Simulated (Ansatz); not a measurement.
The same path of AsBH$_{4}$O (7 atoms, charge 0, multiplicity 1) was run twice with different band settings. The coordinate that changes most is the dihedral H4–O1–B2–As3.

Level of theory: Ansatz 0.2.0, RKS B3LYP/def2-SVP.

Relaxed end points:

```xyz
7
Properties=species:S:1:pos:R:3
O -1.515 0.090 -0.349
B -0.240 -0.346 -0.428
As 0.962 -0.231 1.226
H -2.033 -0.072 -1.149
H 0.171 -0.891 -1.431
H 0.491 1.147 1.682
H 2.164 0.302 0.450
```

```xyz
7
Properties=species:S:1:pos:R:3
O -1.425 -0.028 -0.874
B -0.187 -0.498 -0.621
As 0.825 -0.263 1.160
H -1.803 0.524 -0.176
H 0.314 -1.176 -1.486
H 0.222 1.102 1.513
H 2.054 0.339 0.484
```

Common settings: climbing image yes; spring 5.0 eV/Å²; optimiser quadratic models (default); start path IDPP; force threshold 0.05 eV/Å; end points relaxed.

| run | movable images | iteration limit |
| --- | --- | --- |
| 1 | 5 | 53 |
| 2 | 2 | 60 |

(1) What does each run give, and how far can it be trusted?

Results:

(1) Run 1: converged after 21 iterations, highest image 0.576 eV above the first end. A vibrational analysis at the climbing image gives one clearly imaginary mode, 793i cm⁻¹: a first-order saddle point.
Run 2: converged after 22 iterations, highest image 0.576 eV above the first end. Another band between the same ends (5 images) ends at a top of the same energy, where a vibrational analysis finds 1 clearly imaginary mode. So few images can step over the top or miss a turn of the path.
